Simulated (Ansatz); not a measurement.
`CC(=O)[SeH]` and `CC(=O)I` differ in one atom or group.

Ansatz, PBE0-D4/def2-TZVP geometries, multiplicity 1. Each molecule was computed in one conformer, which needn't be the lowest.

Elements past krypton have def2 core potentials. Scalar relativity is left out up to krypton.

| property | `CC(=O)[SeH]` |
| --- | --- |
| ideal-gas entropy at 298 K and 1 bar (rigid rotor, harmonic PBE0-D4/def2-TZVP) / J/(mol·K) | 315 |
| LUMO energy (PBE/def2-TZVPP) / eV | -1.83 |
| HOMO energy (PBE/def2-TZVPP) / eV | -6.20 |
| HOMO–LUMO gap (PBE0/def2-TZVPP) / eV | 6.60 |
| size of the dipole moment (PBE/def2-TZVPP) / D | 2.94 |
| LUMO energy (ωB97M-V/def2-TZVPP) / eV | 1.53 |

Question: What does the change do to each property? (Best estimate.)

Answer: The calculation gave: 
```
                                                                                  property  `CC(=O)I`  shift
ideal-gas entropy at 298 K and 1 bar (rigid rotor, harmonic PBE0-D4/def2-TZVP) / J/(mol·K)        315      0
                                                         LUMO energy (PBE/def2-TZVPP) / eV      -2.36  -0.53
                                                         HOMO energy (PBE/def2-TZVPP) / eV      -6.33  -0.13
                                                      HOMO–LUMO gap (PBE0/def2-TZVPP) / eV       6.29  -0.31
                                            size of the dipole moment (PBE/def2-TZVPP) / D       2.69  -0.25
                                                     LUMO energy (ωB97M-V/def2-TZVPP) / eV       0.92  -0.61
```

With PBE0 the HOMO falls by 0.19 eV and the LUMO falls by 0.50 eV, so the gap narrows by about 0.31 eV. PBE moves the HOMO by -0.13 eV and ωB97M-V by -0.20 eV. The zero-point energy changes by -21.2 kJ/mol with -3 modes. Dipoles are sizes alone; their direction can turn.

Spin–orbit coupling is left out; it splits and shifts lone-pair levels of the heavy atoms by tenths of an eV.
